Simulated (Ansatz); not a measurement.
Born–Oppenheimer molecular dynamics of CH$_{3}$BF$_{2}$ (7 atoms, charge 0, multiplicity 1). It starts from a relaxed structure.

Computed with Ansatz 0.2.0, RKS B3LYP/6-31G*.

| Property | Result |
| --- | --- |
| ensemble | NVT, Nosé–Hoover chain |
| time step | 1 fs |
| steps asked | 250 |
| set temperature | 700 K |
| thermostat | time constant 100 fs, chain length 3 (defaults) |
| seed | 308962 |

Frames 5 fs apart, positions in Å.

Velocities at 50.0 fs (Å/ps):

```
B -9.28 -0.76 6.52
F 0.24 0.78 -5.82
C 2.38 0.63 0.07
H -20.57 18.00 3.96
H -8.55 -12.02 23.56
H -4.43 -11.06 -20.39
F 5.31 -0.48 1.69
```

```xyz
7
Properties=species:S:1:pos:R:3 time_fs=50.0 energy_less_start_eV=0.235 T=387
B -0.001 -0.005 0.011
F 0.009 0.033 1.317
C 1.314 0.015 -0.772
H 1.374 -0.835 -1.447
H 1.312 0.839 -1.433
H 2.068 0.021 0.011
F -1.122 -0.048 -0.666
7
Properties=species:S:1:pos:R:3 time_fs=55.0 energy_less_start_eV=0.269 T=344
B -0.030 -0.009 0.027
F 0.006 0.037 1.300
C 1.317 0.011 -0.763
H 1.309 -0.844 -1.460
H 1.319 0.957 -1.400
H 2.190 -0.023 -0.096
F -1.108 -0.051 -0.659
7
Properties=species:S:1:pos:R:3 time_fs=60.0 energy_less_start_eV=0.157 T=523
B -0.001 -0.011 0.009
F -0.007 0.042 1.315
C 1.322 0.013 -0.763
H 1.311 -0.830 -1.478
H 1.386 0.955 -1.304
H 2.313 -0.053 -0.262
F -1.125 -0.055 -0.659
7
Properties=species:S:1:pos:R:3 time_fs=65.0 energy_less_start_eV=0.168 T=523
B 0.051 -0.012 -0.008
F -0.028 0.047 1.344
C 1.352 0.009 -0.777
H 1.313 -0.741 -1.564
H 1.427 0.976 -1.319
H 2.320 -0.107 -0.328
F -1.154 -0.059 -0.661
7
Properties=species:S:1:pos:R:3 time_fs=70.0 energy_less_start_eV=0.208 T=480
B 0.060 -0.012 0.003
F -0.049 0.051 1.360
C 1.399 0.008 -0.819
H 1.297 -0.676 -1.703
H 1.433 0.994 -1.353
H 2.334 -0.182 -0.216
F -1.168 -0.063 -0.654
7
Properties=species:S:1:pos:R:3 time_fs=75.0 energy_less_start_eV=0.247 T=436
B 0.027 -0.013 0.021
F -0.068 0.054 1.358
C 1.440 0.008 -0.869
H 1.333 -0.635 -1.714
H 1.502 1.008 -1.274
H 2.228 -0.226 -0.204
F -1.157 -0.067 -0.634
7
Properties=species:S:1:pos:R:3 time_fs=80.0 energy_less_start_eV=0.348 T=302
B -0.003 -0.014 0.019
F -0.082 0.057 1.344
C 1.431 0.013 -0.889
H 1.410 -0.707 -1.764
H 1.647 1.100 -1.196
H 2.295 -0.287 -0.207
F -1.135 -0.070 -0.608
7
Properties=species:S:1:pos:R:3 time_fs=85.0 energy_less_start_eV=0.341 T=329
B 0.020 -0.013 0.000
F -0.090 0.060 1.328
C 1.404 0.019 -0.874
H 1.457 -0.618 -1.719
H 1.745 0.982 -1.132
H 2.247 -0.315 -0.326
F -1.128 -0.074 -0.590
7
Properties=species:S:1:pos:R:3 time_fs=90.0 energy_less_start_eV=0.295 T=422
B 0.078 -0.007 -0.020
F -0.089 0.062 1.309
C 1.371 0.016 -0.829
H 1.356 -0.546 -1.823
H 1.757 1.056 -1.166
H 2.259 -0.419 -0.257
F -1.137 -0.080 -0.585
7
Properties=species:S:1:pos:R:3 time_fs=95.0 energy_less_start_eV=0.330 T=392
B 0.091 0.004 -0.024
F -0.074 0.065 1.289
C 1.383 0.012 -0.803
H 1.159 -0.427 -1.747
H 1.618 0.993 -1.071
H 2.128 -0.466 -0.233
F -1.142 -0.087 -0.589
7
Properties=species:S:1:pos:R:3 time_fs=100.0 energy_less_start_eV=0.359 T=367
B 0.039 0.013 -0.015
F -0.047 0.069 1.276
C 1.388 0.006 -0.786
H 1.031 -0.454 -1.749
H 1.605 1.137 -0.940
H 2.181 -0.563 -0.214
F -1.138 -0.093 -0.600
7
Properties=species:S:1:pos:R:3 time_fs=105.0 energy_less_start_eV=0.239 T=573
B -0.013 0.013 -0.009
F -0.017 0.075 1.287
C 1.373 0.011 -0.774
H 1.159 -0.440 -1.727
H 1.682 1.016 -0.820
H 2.179 -0.541 -0.344
F -1.140 -0.098 -0.622
```

Of the whole run (250 fs, mean temperature of the second half 677 K): The conserved energy stayed within 2.8 meV per atom of its start (net change 1.3 meV per atom), so the integration is sound. A run of 0.25 ps of so small a system gives no equilibrium averages.

The run took 5.8 min on 1 thread of Arm Neoverse V2, on a shared host, peak memory 0.11 GiB.
